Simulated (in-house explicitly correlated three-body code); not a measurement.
Computed with an exponentially correlated three-body code. Model: two electrons around a point charge, non-relativistic, variational in 260 exponentially correlated functions (energies converged to about 1e-7 hartree, or 1e-8 relative for large Z).

Command:
```bash
python run_hyl.py task.json out
```
Settings (lengths in bohr, energies in hartree):
```
Z                      20
screening              0.7
interaction_strength   1
functions              260
states_tried           13
```

Run time, properties included: 34 s on 1 thread of Intel(R) Xeon(R) 6975P-C (Granite Rapids), with other jobs on the host.

**Those bound S and P states to n = 4 that converged, binding against the one-electron ion.**

Given: nuclear charge 20; Yukawa screening of all interactions 0.7 1/bohr.

Computed: one-electron threshold -186.359312 hartree.

| term | energy (hartree) | binding (eV) |
| --- | --- | --- |
| 1 1S | -361.062681 | 4753.9 |
| 2 3S | -220.676826 | 933.83 |
| 2 1S | -219.885421 | 912.29 |
| 2 3P | -219.750689 | 908.63 |
| 2 1P | -219.168342 | 892.78 |
| 3 3S | -196.230667 | 268.61 |
| 3 1S | -196.040893 | 263.45 |
| 3 3P | ? | ? |
| 3 1P | -195.732097 | 255.05 |
| 4 3S | ? | ? |
| 4 1S | -188.953235 | 70.584 |
| 4 3P | -188.823967 | 67.067 |
| 4 1P | -188.779217 | 65.849 |

(1) What belongs in the row 3 3P?

(2) What belongs in the row 4 3S?

**Converged states only, values per electron or pair (inverse distances are <exp(-kr)/r>).**

```
term  mean r (bohr)  mean r squared (bohr²)  mean inverse r (1/bohr)  mean r12 (bohr)  mean inverse r12 (1/bohr)  mean cosine  mean p1 dot p2 (bohr⁻²)  delta r1 (bohr⁻³)  delta r12 (bohr⁻³)
1 1S       0.076527               0.0078298                   18.988          0.11214                     11.499   -0.0066442                   2.5399             2458.2               287.8
2 3S        0.19373                0.060709                   11.709          0.32506                     3.0001   -0.0022495                  0.19313               1413                   -
2 1S        0.19622                0.062585                   11.687          0.32598                     3.7259   -0.0036993                  0.22196               1409               52.41
2 3P        0.16956                0.045701                   11.689           0.2822                     3.6848    -0.073927                  -27.672             1266.1                   -
2 1P              ?                       ?                        ?                ?                          ?            ?                        ?                  ?                   ?
3 3S        0.40642                 0.31316                   10.375          0.74287                     1.1682  -0.00069386                 0.051825             1308.6                   -
3 1S         0.4105                 0.32015                   10.369          0.75018                     1.3412   -0.0010673                 0.064231             1307.8              13.715
3 3P        0.38418                 0.28097                   10.368          0.69948                     1.3341    -0.015709                  -5.7805             1269.9                   -
3 1P        0.38739                 0.28613                   10.363          0.70353                     1.4585     0.013497                   5.8809             1271.1               4.503
4 3S        0.76685                  1.1996                   9.9223           1.4611                    0.45422  -0.00023382                  0.01682             1283.2                   -
4 1S              ?                       ?                        ?                ?                          ?            ?                        ?                  ?                   ?
4 3P        0.75074                   1.156                   9.9171           1.4292                    0.50171    -0.004748                  -1.7377             1270.7                   -
4 1P        0.75647                  1.1745                   9.9149             1.44                    0.53961    0.0040614                   1.7802               1271              1.4698
```

(3) What belongs in the row 2 1P?

(4) What belongs in the row 4 1S?

**Electric-dipole lines between converged S and P states, rate of the upper state's decay.**

```
s state  p state  p minus s (eV)  oscillator strength from s  rate (1/s)
   1 1S     2 1P          3861.1                     0.76242   1.644e+14
   1 1S     3 1P          4498.9                     0.13902  4.0698e+13
   1 1S     4 1P          4688.1                    0.040235   1.279e+13
   2 1S     2 1P          19.513                    0.036942  2.0344e+08
   2 1S     3 1P               ?                           ?           ?
   2 1S     4 1P          846.44                    0.075499  7.8239e+11
   3 1S     2 1P               ?                           ?           ?
   3 1S     3 1P          8.4028                     0.10435  1.0657e+08
   3 1S     4 1P           197.6                     0.33899  1.9145e+11
   4 1S     2 1P         -822.19                  -0.0084964  2.4923e+11
   4 1S     3 1P         -184.46                   -0.099838  1.4741e+11
   4 1S     4 1P          4.7353                     0.24346  7.8959e+07
   2 3S     2 3P          25.201                     0.04643  4.2652e+08
   2 3S     3 3P           674.9                     0.36407  2.3985e+12
   2 3S     4 3P          866.76                    0.074289  8.0726e+11
   3 3S     2 3P         -640.01                   -0.046122  8.1978e+11
   3 3S     3 3P          9.6833                     0.11802  1.6006e+08
   3 3S     4 3P          201.55                     0.33093  1.9444e+11
   4 3S     2 3P         -836.42                  -0.0085417   2.593e+11
   4 3S     3 3P         -186.72                    -0.10247  1.5502e+11
   4 3S     4 3P          5.1438                     0.25996  9.9484e+07
```

(5) What belongs in the row 2 1S 3 1P?

(6) What belongs in the row 3 1S 2 1P?

**Static dipole response.**

```csv
state,polarisability (bohr³)
1 1S,6.0884e-05
2 1S,0.072777
2 3S,0.055003
```

## Answers

(1) energy (hartree): -195.874812; binding (eV): 258.93.

(2) energy (hartree): -189.012997; binding (eV): 72.21.

(3) mean r (bohr): 0.17156; mean r squared (bohr²): 0.046965; mean inverse r (1/bohr): 11.672; mean r12 (bohr): 0.27395; mean inverse r12 (1/bohr): 4.1881; mean cosine: 0.063656; mean p1 dot p2 (bohr⁻²): 27.222; delta r1 (bohr⁻³): 1272.2; delta r12 (bohr⁻³): 15.813.

(4) mean r (bohr): 0.77409; mean r squared (bohr²): 1.2235; mean inverse r (1/bohr): 9.9195; mean r12 (bohr): 1.4753; mean inverse r12 (1/bohr): 0.5072; mean cosine: -0.00035362; mean p1 dot p2 (bohr⁻²): 0.021302; delta r1 (bohr⁻³): 1282.9; delta r12 (bohr⁻³): 4.4183.

(5) p minus s (eV): 657.25; oscillator strength from s: 0.37326; rate (1/s): 2.3321e+12.

(6) p minus s (eV): -629.33; oscillator strength from s: -0.045503; rate (1/s): 7.82e+11.
